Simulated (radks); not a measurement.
S0.375+, configuration [He] 2s2 2p5.625 3s2 3p4 (fractional occupations, a model configuration).

All-electron calculation, scalar-relativistic Kohn-Sham, PBE, spin-unpolarised, spherical densities, point nucleus. Program: a radial shooting solver on a logarithmic mesh with Libxc functionals.

Energy parts (Ry):
| part | energy |
|---|---|
| total | -793.60609 |
| kinetic | 796.66645 |
| electron-nucleus | -1882.90942 |
| Hartree | 342.64862 |
| exchange-correlation | -50.01174 |

Orbitals (lengths in bohr, moments of r in powers of bohr; r(max) is where P^2 peaks):
\begin{tabular}{lrrrrrr}
orbital & occ. & eigenvalue (Ry) & <1/r> & <r> & <r^2> & r(max) \\ \hline
1s & 2 & -178.0979 & 15.66 & 0.09686 & 0.01263 & 0.06329 \\
2s & 2 & -16.44349 & 3.091 & 0.4750 & 0.2682 & 0.3864 \\
2p & 5.625 & -12.43349 & 2.989 & 0.4367 & 0.2379 & 0.3234 \\
3s & 2 & -1.61473 & 0.8445 & 1.633 & 3.093 & 1.375 \\
3p & 4 & -0.82262 & 0.7074 & 1.926 & 4.423 & 1.531 \\
\end{tabular}

The highest occupied level is 3p at -11.192 eV. The density falls to 0.001 e/bohr^3 at r = 3.89 bohr.
